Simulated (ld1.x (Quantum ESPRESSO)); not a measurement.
**copper: RRKJ pseudisation with BP86, fully relativistic reference atom.**

ld1.x (Quantum ESPRESSO) 7.5 input, shortened:

```
&input
   title='Cu', zed=29., rel=2, dft='BP', iswitch=3,
   config='[Ar] 3d10 4s1 4p0', rel_dist='average'
 /
 &inputp
   pseudotype=2, tm=.false., rho0=0.02, lloc=0,
   nlcc=.false.
 /
3
3P  2  1   6.00   0.00  0.60  0.60  0.0
3D  3  2  10.00   0.00  0.95  0.95  0.0
3S  1  0   2.00   0.00  1.10  1.10  0.0
 &test
   configts(1)='3s2 3p6 3d10 4s1 4p0'
 /
```

Open shells are filled in proportion to 2j + 1 (rel_dist='average').

Occupied shells without a wave of their own: 4s. They enter only through the test configuration that unscreens the potential.

**Question.** Does the generator finish with these settings?

**Answer.** Yes, a potential is produced.

**Question.** Does the potential have ghost states?

**Answer.** No extra level below or beside the all-electron valence levels (p1/2, p3/2, d3/2, d5/2, s, f tested).

**Question.** Tests: 3s2 3p6 3d10 4s0 4p0; 3s2 3p6 3d9 4s0 4p0; 3s2 3p6 3d8 4s0 4p0; 3s2 3p6 3d9 4s2 4p0; 3s2 3p5 3d10 4s1 4p0; 3s2 3p6 3d9 4s1 4p1; 3s1 3p6 3d10 4s1 4p0. Which has the largest error in its energy relative to the reference configuration, and how large is it?

**Answer.** 3s2 3p6 3d8 4s0 4p0, with -1950 meV (all-electron minus pseudo) on +68.83 eV.
